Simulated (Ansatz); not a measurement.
Reaction (ligand exchange at the Si–O bond): `N[SiH2][O][GeH2][NH2]` + H–F → `N[SiH2]F` + `[NH2][GeH2][OH]`

Isolated molecules relaxed with PBE0-D4/def2-TZVP in Ansatz; ΔE leaves out vibrations. CCSD(T)/CBS adds triple-zeta CCSD(T) − MP2 to the extrapolated MP2 energy (def2 sets, frozen cores). This one scheme is used for every species. For Ge outer-core shells are correlated without core-valence functions, which leaves a few kJ/mol of doubt a bond. Scalar relativity is left out up to krypton. One conformer a species, not always the lowest.

```tsv
species	SCS-MP2/def2-TZVPP energy (Eh)
`N[SiH2][O][GeH2][NH2]`	-2553.97855
H–F	-100.33020
`N[SiH2]F`	-445.92578
`[NH2][GeH2][OH]`	-2208.39120
```

**Question.** Work out ΔE.

**Answer.** ΔE = (-445.92578) + (-2208.39120) − (-2553.97855) − (-100.33020) = -0.00823 Eh = -0.22 eV. CCSD(T)/CBS gives -0.21 eV.

Largest T1 diagnostic among the species: 0.011.

The D4 term adds +0.15 eV with B3LYP and +0.09 eV with PBE0; it sums over pairs of atoms, weighted by their polarisabilities, and B3LYP, whose exchange is more repulsive, gets the larger term. In def2-TZVPP, CCSD(T) changes the Hartree–Fock value by +0.16 eV (the triples alone add +0.03 eV) and MP2 by +0.18 eV. From PBE to PBE0 (25 % exact exchange), in def2-TZVPP and without D4, ΔE moves by +0.04 eV.

B3LYP here is the variant with VWN-RPA as its local correlation; programs differ in this.
